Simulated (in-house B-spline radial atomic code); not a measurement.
The numbers below are computed, except where a source is named.
**Be in an electron gas of r_s = 2.07: phase shifts, screening, friction and resistivity**

A nucleus sits in a uniform electron gas with a rigid positive background. The Kohn-Sham equations are solved self-consistently in the spin-unpolarised LDA (PW92), non-relativistic, on B-splines with outgoing waves at the boundary and partial waves to l = 8. The model has no lattice, no bands and no magnetic solution. Atomic units; δ_l are the phase shifts at the Fermi level, counted so that each bound state adds π, and good to about 0.0005.

The density parameter is r_s = 2.07 bohr, near that of the valence electrons of Al (3 per atom, density 2.7 g/cm³, mass 26.98 u, which gives r_s = 2.07).

| l | δ_l (rad) |
| --- | --- |
| 0 | 3.2983 |
| 1 | 0.8447 |
| 2 | 0.0693 |
| 3 | 0.0112 |
| 4 | 0.0023 |
| 5 | 0.0004 |
| 6 | 0.0001 |
| 7 | 0.0000 |
| 8 | 0.0000 |

Bound levels below the band bottom (hartree): s -3.284.

Q: Check the Friedel sum rule, and say where the screening charge sits.

A: k_F = (9π/4)^(1/3)/r_s = 0.92713. The rule is Z = (2/π) Σ (2l + 1) δ_l. The terms are s 2.100, p 1.613, d 0.221, f 0.050 and 0.017 beyond, in all 4.000 against Z = 4. Bound states hold 2 s, 0 p, 0 d electrons, so the scattering states carry 2.00 in all.

Q: Find the transport cross section and the electronic stopping of a 5 keV Be ion (mass 9.01 u).

A: σ_tr = (4π/k_F²) Σ (l + 1) sin²(δ_l − δ_(l+1)). The terms for l = 0 to 3 are 0.4032, 0.9800, 0.0101, 0.0003, all together 1.3937, so σ_tr = 14.619 × 1.3937 = 20.375 bohr². With n = 3/(4π r_s³) = 0.02692, the friction coefficient is Q = n k_F σ_tr = 0.5084. For v well below v_F = 0.927, dE/dx = Q v; with 24801 eV per u at v = 1, v = √(5000/(24801 × 9.01)) = 0.1496, so dE/dx = 0.07605 hartree/bohr = 39.1 eV/nm. The largest term couples the p and d waves.

Q: What residual resistivity would 1 atomic per cent of such centres give in Al?

A: Δρ = k_F n_i σ_tr/n in atomic units of 21.74 μΩ·cm. With one host atom per 3 electrons, n_i/n = 0.01/3, so Δρ = 0.9271 × 0.00333 × 20.375 × 21.74 = 1.37 μΩ·cm. This is an atom added to the gas, as on an interstitial site.

Q: On a substitutional site the background of one host ion, a sphere holding 3 charges, is taken out. The phase shifts for l = 0 to 4 become 2.7687, 0.0428, -0.1581, -0.0544, -0.0131. What follows?

A: The Friedel sum is now 1.00, for Z − 3 = 1. The sum in σ_tr is 0.2822, so σ_tr = 4.13 bohr² and Δρ = 0.28 μΩ·cm per atomic per cent, 0.20 times the value above. A real host ion scatters too, so this model doesn't give zero even for the host's own atom.
